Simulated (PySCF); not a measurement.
Gas-phase reaction: GaF3 + 2 GaCl2 ⇌ 3 GaF + 2 Cl2

Method: PySCF energies plus ideal-gas RRHO corrections (1 bar). † marks an energy on the PBE0/def2-TZVP geometry and frequencies. MP2 freezes the core. Open shells (unrestricted): GaCl2 (multiplicity 2); the rest are closed-shell singlets. Ga: all electrons, no relativistic terms. GaCl2: computed as isolated molecules; such fragments, hydroxides, amides, oligomers or adducts are transient or little studied in the gas. MP2 isn't extrapolated to the basis-set limit.

PBE/def2-TZVP† gives ΔH°(298 K) = 457 kJ.

Task: What do ωB97M-V/def2-TZVP†, ωB97X-V/def2-TZVP†, MP2/def2-SVP† give?

Result: ωB97M-V/def2-TZVP†: 486 kJ; ωB97X-V/def2-TZVP†: 521 kJ; MP2/def2-SVP†: 660 kJ. For scale, ΔH°(298 K) is 457 kJ at this level, 486 kJ at ωB97M-V/def2-TZVP†, and runs from 181 to 660 kJ over the 20 levels computed.
